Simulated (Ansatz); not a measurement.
Consider the formal exchange of groups at the Si–C bond: `C[SiH2]CBr` + `FC(F)N[SiH3]` → `C[SiH2]N[SiH3]` + `FC(F)CBr`.

Calculated with Ansatz (gas phase, PBE0-D4/def2-TZVP geometries, no zero-point term in ΔE). CCSD(T)/CBS is the MP2 limit (def2-TZVPP, def2-QZVPP) plus CCSD(T) − MP2 in def2-TZVPP, frozen cores. DFT in def2-TZVPP. B3LYP here is the variant with VWN-RPA as its local correlation; programs differ in this. For Br outer-core shells are correlated without core-valence functions, which leaves a few kJ/mol of doubt a bond. Scalar relativity is left out up to krypton. One conformer a species, not always the lowest.

```tsv
level	ΔE (kJ/mol)	difference from CCSD(T)/CBS
PBE-D4	-44.0	11.0
r2SCAN-D4	-49.9	5.1
PBE0-D4	-47.8	7.2
B3LYP-D4	-51.5	3.5
ωB97X-V	-50.0	5.0
ωB97M-V	-50.7	4.3
B2PLYP	-53.2	1.8
PBE	-43.8	11.2
r2SCAN	-49.8	5.2
PBE0	-47.7	7.3
B3LYP	-51.2	3.8
HF/def2-TZVPP	-59.4	-4.4
MP2/def2-TZVPP	-55.3	-0.3
SCS-MP2/def2-TZVPP	-56.9	-1.9
CCSD/def2-TZVPP	-55.2	-0.2
CCSD(T)/def2-TZVPP	-53.7	1.3
HF/def2-QZVPP	-60.6	-5.6
MP2/def2-QZVPP	-56.5	-1.5
SCS-MP2/def2-QZVPP	-58.1	-3.1
HF/CBS(def2)	-60.7	-5.7
MP2/CBS(def2)	-56.6	-1.6
CCSD/CBS(def2)	-56.6	-1.6
CCSD(T)/CBS	-55.0	0
```

Largest T1 diagnostic among the species: 0.012.

In def2-TZVPP, CCSD(T) changes the Hartree–Fock value by +5.7 kJ/mol (the triples alone add +1.5 kJ/mol) and MP2 by +4.1 kJ/mol. From PBE to PBE0 (25 % exact exchange), in def2-TZVPP and without D4, ΔE moves by −3.9 kJ/mol.
